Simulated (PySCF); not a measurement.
HOZr, SMILES [OH][Zr] (connectivity only; charge and spin as stated), neutral, multiplicity 4.

The structure is a stationary point at B3LYP-D3(BJ)/def2-TZVPD. The multiplicity is an assumed one; other spin states were not compared. The def2 effective core potentials stand for the cores of Zr; spin–orbit coupling is left out.

Two levels are set side by side: PBE/def2-TZVPD (PySCF) and B3LYP/def2-TZVPD (PySCF). Same geometry, gas phase. Differences are taken from unrounded values.

```tsv
quantity	B3LYP	PBE	PBE minus B3LYP
α-spin orbital gap (eV)	2.21	0.50	-1.72
β-spin orbital gap (eV)	6.60	5.44	-1.16
dipole moment (D)	1.19	1.14	-0.05
mean polarisability (bohr³)	108.3	112.1	3.8
```

PBE's more diffuse valence density responds more strongly to a field. Differences between two approximate levels are no errors against the true value.

Rough cost on one machine, each run with all the roots and properties that it gave: B3LYP against PBE within a factor of 2.
